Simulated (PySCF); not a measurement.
Molfile (atoms numbered from 1):
```
C7H5ClO
     RDKit          3D

 14 14  0  0  0  0  0  0  0  0999 V2000
    2.7724   -1.3499    0.7347 O   0  0  0  0  0  0  0  0  0  0  0  0
    2.2909   -0.3570    0.2521 C   0  0  0  0  0  0  0  0  0  0  0  0
    0.8465   -0.1288    0.0899 C   0  0  0  0  0  0  0  0  0  0  0  0
   -0.0403   -1.1184    0.5222 C   0  0  0  0  0  0  0  0  0  0  0  0
   -1.4043   -0.9581    0.3967 C   0  0  0  0  0  0  0  0  0  0  0  0
   -1.9083    0.2043   -0.1686 C   0  0  0  0  0  0  0  0  0  0  0  0
   -1.0508    1.1993   -0.6051 C   0  0  0  0  0  0  0  0  0  0  0  0
    0.3197    1.0355   -0.4772 C   0  0  0  0  0  0  0  0  0  0  0  0
    1.3507    2.3027   -1.0350 Cl  0  0  0  0  0  0  0  0  0  0  0  0
    2.9284    0.4688   -0.1092 H   0  0  0  0  0  0  0  0  0  0  0  0
    0.3841   -2.0112    0.9575 H   0  0  0  0  0  0  0  0  0  0  0  0
   -2.0757   -1.7315    0.7364 H   0  0  0  0  0  0  0  0  0  0  0  0
   -2.9743    0.3395   -0.2717 H   0  0  0  0  0  0  0  0  0  0  0  0
   -1.4397    2.1043   -1.0450 H   0  0  0  0  0  0  0  0  0  0  0  0
  1  2  2  0
  2  3  1  0
  3  4  2  0
  4  5  1  0
  5  6  2  0
  6  7  1  0
  7  8  2  0
  8  9  1  0
  8  3  1  0
  2 10  1  0
  4 11  1  0
  5 12  1  0
  6 13  1  0
  7 14  1  0
M  END
```

Geometry: GFN2-xTB; GIAO shifts from PySCF 2.14, gas phase, non-relativistic, averaged over equivalent atoms.

At PBE0/pcSseg-0 (95 basis functions, of the order of 19 core-seconds):
```csv
atoms,δ (ppm)
O1,760.9
C2,205.8
C8,156.7
C6,145.5
C4,142.2
C7,140.9
C3,139.6
C5,137.8
H10,11.39
H11,8.63
H13,7.73
H12,7.60
H14,7.57
```

Chemical shifts δ = σref − σ; 17O (σ = 340.61 ppm) vs H2O; 13C (σ = 195.82 ppm), 1H (σ = 33.29 ppm) against TMS, all at this level.

Problem. What do these become at PBE0/pcSseg-1?

Solution. 
```tsv
atoms	δ at PBE0/pcSseg-1	change
O1	672.6	-88.3
C2	193.9	-11.9
C8	151.1	-5.6
C6	140.9	-4.6
C4	136.7	-5.5
C7	136.5	-4.4
C3	135.8	-3.8
C5	132.5	-5.3
H10	10.79	-0.60
H11	8.48	-0.15
H13	7.79	+0.06
H12	7.66	+0.06
H14	7.71	+0.14
```

Referencing at the same level of theory: 17O (σref 336.08) against H2O; 13C (σref 186.93), 1H (σref 31.72) against TMS.

The largest change is at O1 (aldehyde oxygen). Cost: 185 basis functions, about 50 core-seconds. The order of the carbon signals is the same at both levels.

Carbons that carry Cl, above all several Cl atoms, come out too deshielded, partly because spin–orbit coupling is missing. Unscaled 17O shifts of doubly bonded oxygen tend to come out too high, by tens of ppm or more. Experimental scales use liquid or dissolved standards, which lie at an offset from isolated H2O (liquid H2O: subtract about 36 ppm).
